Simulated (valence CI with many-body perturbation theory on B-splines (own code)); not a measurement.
**Dy53+: key properties**

Level of theory: configuration interaction combined with many-body perturbation theory (CI+MBPT): three valence electrons over a frozen Dirac-Fock core [Ne], a basis of 11 s, 11 p, 9 d, 7 f, 5 g, 2 h, 1 i functions for each j, with the one-electron correlation potential Σ1 (screened to all orders), the two-electron term Σ2, the three-electron term Σ3, Breit, model QED; selected single and double excitations, second order for the rest (own B-spline code, finite nucleus).

No measured spectrum was set against this ion. As an estimate, large intervals hold to a few tenths of a per cent, small ones and those within an open d or f shell to about a per cent.

Levels are named by their leading jj configuration (3d3/2^4 stands for four electrons in 3d with j = 3/2), which in mixed levels can hold well under half, so a name can repeat and another be missing.

Rates and lifetimes use the calculated energies. Strong lines usually hold to 10 to 20 %, long lifetimes can be off by a factor of two.

**Question.** What is the ground level?

**Answer.** (3s^2 3p1/2) J=1/2, composition 99 % 3s2 3p 2P°, g = 0.652.

**Question.** Name the longest-lived excited levels whose lifetime is computed, and their main decay.

**Answer.** (3s 3p3/2 3d5/2) J=9/2 at 6177.2 × 10³ cm⁻¹ lives 24.6 ns, mostly by M1 to (3s 3p1/2 3d5/2) J=7/2; (3s^2 3p3/2) J=3/2 at 1705.3 × 10³ cm⁻¹ lives 14.5 ns, mostly by M1 to (3s^2 3p1/2) J=1/2.

**Question.** Among levels below 8199.9 × 10³ cm⁻¹, which E1 lines absorb most strongly from the ground level?

**Answer.** to (3s^2 3d3/2) J=3/2 at 3.004 nm, f = 0.405; to (3s 3p1/2 3p3/2) J=1/2 at 3.364 nm, f = 0.192; to (3s 3p1/2 3p3/2) J=3/2 at 3.444 nm, f = 0.119.

**Question.** What is the ionisation energy?

**Answer.** 5067 eV; NIST lists 5066 ± 5 eV (theoretical).

**Question.** Where does the other parity begin?

**Answer.** At (3s 3p1/2^2) J=1/2, 1123.6 × 10³ cm⁻¹.
